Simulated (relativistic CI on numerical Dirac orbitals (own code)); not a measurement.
Method of calculation: Dirac-Coulomb-Breit CI, separate exchange-only KLI orbitals for each configuration, model QED, unscaled Slater integrals (own radial code, finite nucleus).

The strongest absorption lines from the ground level of an ion, among the configurations computed and to levels below about 2260 eV (vacuum wavelength in nm, gf): 0.70142 (0.42), 0.76244 (1.1), 0.81166 (0.042), 0.85110 (6.6), 0.87686 (1.1), 0.89942 (0.39), 1.0760 (0.31), 1.0903 (0.12).

**Question.** Which ion is it?
A. Pm XXXIV
B. Gd XXXVII
C. Ce XXXI
D. Gd XXXV

**Answer.** B. Gd XXXVII has 28 electrons and the ground level 3s2 3p6 3d10 1S_0; the strongest line goes to 3s2 3p6 3d9 4f 1P°_1. The pattern of lines fixes the number of electrons, and along that sequence the line energies rise steadily with the charge (about as its square where n changes within one kind of shell, about linearly where n is kept but much faster in heavy ions where fine structure, which grows about as Z⁴, sets the gap, and irregularly where shells cross), which fixes Z. Configurations outside the model, such as inner-shell arrays, can give stronger lines. At this charge energies of transitions that change n are usually good to better than 1 %, and those within a shell (Δn = 0) to a few per cent.

LS names give the leading component of a level, which can be under half, so a name can repeat, a term be missing and a line seem to break the LS rules.
